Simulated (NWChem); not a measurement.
System: AlSiH₄O₃Cl; SMILES [OH][Al]([OH])[O][SiH2]Cl

```xyz
10

Si    -0.0459    -1.4396    -0.9320
Cl     0.1309    -2.4640     0.8620
O      0.1982     0.1523    -0.6723
Al    -0.0088     1.6862     0.0274
O     -1.5820     2.2322     0.3146
O      1.3146     2.6705     0.4012
H     -1.4122    -1.7029    -1.4555
H      0.9969    -1.9694    -1.8489
H     -1.7838     3.0865     0.6989
H      2.2354     2.4383     0.2769
```
Atoms are numbered in this order, from 1.

Results from NWChem. Pople sets run with spherical d functions. Geometry: optimised at PBE0/def2-SVP. Atomic charges in e: unrestrained fits to the electrostatic potential beside Mulliken populations; buried atoms are poorly determined by the fit.

Question: Predict the results for Hartree-Fock/6-31G*. Quantities: ESP Si1; Mulliken Si1; ESP Cl2; Mulliken Cl2; ESP O3; Mulliken O3; ESP Al4; Mulliken Al4; ESP O5; Mulliken O5; relative RMS misfit of the potential (%).

Answer: 
- ESP Si1 = 0.91
- Mulliken Si1 = 1.09
- ESP Cl2 = -0.33
- Mulliken Cl2 = -0.39
- ESP O3 = -0.77
- Mulliken O3 = -0.93
- ESP Al4 = 1.50
- Mulliken Al4 = 1.46
- ESP O5 = -0.93
- Mulliken O5 = -0.94
- relative RMS misfit of the potential (%) = 23
